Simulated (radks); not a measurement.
The antimony ion Sb4+, [Kr] 4d10 5s1. Method: non-relativistic Kohn-Sham, PBE, spin-polarised, spherical densities, point nucleus; computed with a radial shooting solver on a logarithmic mesh with Libxc functionals. Every spin shell is full or empty, so the densities are truly spherical. Functionals are evaluated on that one density, not self-consistently. Rank these exchange functionals by their error against the exact value of the orbitals, and give that value: LDA, B88, PBE, revPBE, RPBE, PW86, WC, SOGGA, EV93, APBE, r2SCAN, MS2, Tao-Mo.

Answer. Exact: -162.684 hartree. From best to worst, with 100 (|E| - |E exact|)/|E exact| (equal figures are ties): B88 0.00, r2SCAN -0.12, PW86 -0.23, RPBE -0.26, APBE +0.28, EV93 -0.31, revPBE -0.31, PBE -0.45, MS2 -0.61, Tao-Mo -0.83, WC -0.89, SOGGA -2.30, LDA -4.86.
